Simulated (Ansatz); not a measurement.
`CO[Si](O)(F)Cl` + SiH₄ → `CO[Si](O)([SiH3])Cl` + H–F  (formal exchange of groups at the Si–F bond)

Gas-phase electronic energies from Ansatz, PBE0-D4/def2-TZVP geometries. CCSD(T)/CBS is the MP2 limit (def2-TZVPP, def2-QZVPP) plus CCSD(T) − MP2 in def2-TZVPP, frozen cores. This one scheme is used for every species. DFT in def2-TZVPP. B3LYP here is the variant with VWN-RPA as its local correlation; programs differ in this. One conformer a species, not always the lowest.

```json
{"level": "PBE-D4", "ΔE (kJ/mol)": "130.4", "difference from CCSD(T)/CBS": "-23.3"}
{"level": "PBE0-D4", "ΔE (kJ/mol)": "139.4", "difference from CCSD(T)/CBS": "-14.3"}
{"level": "B3LYP-D4", "ΔE (kJ/mol)": "154.1", "difference from CCSD(T)/CBS": "0.4"}
{"level": "PBE", "ΔE (kJ/mol)": "137.1", "difference from CCSD(T)/CBS": "-16.6"}
{"level": "B3LYP", "ΔE (kJ/mol)": "164.9", "difference from CCSD(T)/CBS": "11.2"}
{"level": "MP2/def2-TZVPP", "ΔE (kJ/mol)": "159.5", "difference from CCSD(T)/CBS": "5.8"}
{"level": "SCS-MP2/def2-TZVPP", "ΔE (kJ/mol)": "166.5", "difference from CCSD(T)/CBS": "12.8"}
{"level": "HF/def2-QZVPP", "ΔE (kJ/mol)": "195.8", "difference from CCSD(T)/CBS": "42.1"}
{"level": "SCS-MP2/def2-QZVPP", "ΔE (kJ/mol)": "165.0", "difference from CCSD(T)/CBS": "11.3"}
{"level": "HF/CBS(def2)", "ΔE (kJ/mol)": "196.1", "difference from CCSD(T)/CBS": "42.4"}
{"level": "CCSD(T)/CBS", "ΔE (kJ/mol)": "153.7", "difference from CCSD(T)/CBS": "0"}
```

Largest T1 diagnostic among the species: 0.012.

In def2-TZVPP, CCSD(T) changes the Hartree–Fock value by −35.4 kJ/mol (the triples alone add −5.5 kJ/mol) and MP2 by −33.9 kJ/mol. The D4 term adds −10.8 kJ/mol with B3LYP and −6.4 kJ/mol with PBE0; it sums over pairs of atoms, weighted by their polarisabilities, and B3LYP, whose exchange is more repulsive, gets the larger term. From PBE to PBE0 (25 % exact exchange), in def2-TZVPP and without D4, ΔE moves by +8.7 kJ/mol.

CCSD(T)/CBS has its own doubt, a few kJ/mol and more with outer-core shells, so smaller differences from it don't rank the levels.
